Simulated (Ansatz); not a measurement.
Input for Ansatz (a first-principles code): R-PBE/def2-TZVPP on CH5ClGe (SMILES [CH3][GeH2][Cl]), a point of a torsion scan.

Ansatz 0.2 input:
```yaml
crystal:
  periodic: [false, false, false]
  atoms:
    - {symbol: C, position_ang: [-1.06512635, 0.15538674, 0.04304390]}
    - {symbol: Ge, position_ang: [0.85839689, -0.26954466, -0.05821462]}
    - {symbol: Cl, position_ang: [1.18223601, -2.12915054, 0.86675504]}
    - {symbol: H, position_ang: [-1.46002943, -0.13382750, 1.01398730]}
    - {symbol: H, position_ang: [-1.61271151, -0.39748069, -0.71720824]}
    - {symbol: H, position_ang: [-1.24661047, 1.21510307, -0.10667434]}
    - {symbol: H, position_ang: [1.36834588, -0.37011939, -1.47752309]}
    - {symbol: H, position_ang: [1.71918862, 0.73943643, 0.66838096]}
basis:
  gaussian:
    orbitals: def2-TZVPP
hamiltonian:
  xc: {name: PBE}
scf: {lower_state_search: off}
```

The head of its log:

```
WARN ansatz: RAYON_NUM_THREADS=1 ignored (pool sized by the plan → 1); use --threads N
Functional definition: PBE
these checks for a lower state are left out or cut short: stability, starts, cluster_reference, orbital_swaps, neighbouring_geometries, increment
integrals: 0.11 GiB planned
1127 factors; their error is unknown
mean field: 0.74 GiB planned
mean field evaluation 1: about -70137.1309 eV, gradient 6.6e1 eV
mean field evaluation 2: about -70123.3425 eV, gradient 9.2e1 eV
```

Problem. Give the final energy of this run.

Solution. -2577.8198 hartree.
